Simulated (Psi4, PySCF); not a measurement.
Psi4 was given this input:
```
memory 2 GB

molecule mol {
0 2
Al    0.001602    0.635423    0.023513
Cl    1.851289   -0.248593    0.017172
Cl   -1.852514   -0.237318   -0.035153
}

set {
  basis 6-311g**
  reference uks
  scf_type pk
  puream true
  d_convergence 1e-8
  dft_radial_points 99
  dft_spherical_points 590
}

energy('b97m-v')
print_variables()
```

Problem. Write the same job for PySCF.

Solution. One answer among several that fit: 
```python
from pyscf import gto, scf, dft

mol = gto.Mole()
mol.atom = '''
    Al    0.00160221    0.63542259    0.02351302
    Cl    1.85128917   -0.24859337    0.01717242
    Cl   -1.85251440   -0.23731802   -0.03515296
'''
mol.basis = '6-311g**'
mol.spin = 1
mol.verbose = 4
mol.build()

mf = dft.UKS(mol)
mf.xc = 'b97m_v'
mf.grids.atom_grid = (99, 590)
mf.grids.prune = None
mf.kernel()
```

Both were run: Psi4 gave -1162.648790 Eh and PySCF -1162.648789 Eh, 0.001 mEh apart.
